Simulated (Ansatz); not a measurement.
The same hydrogenolysis along the group B, Al, Ga, In.

Computed with Ansatz on PBE0-D4/def2-TZVP structures; ΔE is electronic, products minus reactants. CCSD(T)/CBS adds triple-zeta CCSD(T) − MP2 to the extrapolated MP2 energy (def2 sets, frozen cores). Small cases extrapolate CCSD(T) itself. Elements past krypton have def2 core potentials. For In outer-core shells are correlated without core-valence functions, which leaves a few kJ/mol of doubt a bond. Each species was taken in one conformer, which may not be the lowest.

**Question.** Order these by ΔE at CCSD(T)/CBS, lowest first. (Best estimate.)
A. `SBS` + H₂ → `BS` + H₂S
B. `[SH][AlH][SH]` + H₂ → `[AlH2][SH]` + H₂S
C. `[SH][InH][SH]` + H₂ → `[SH][InH2]` + H₂S

**Answer.** A (+13.0 kcal/mol), C (+18.7 kcal/mol), B (+23.8 kcal/mol).

Largest T1 diagnostic: 0.015, for `BS`.

Extrapolated directly: `[SH][AlH][SH]` + H₂ → `[AlH2][SH]` + H₂S.
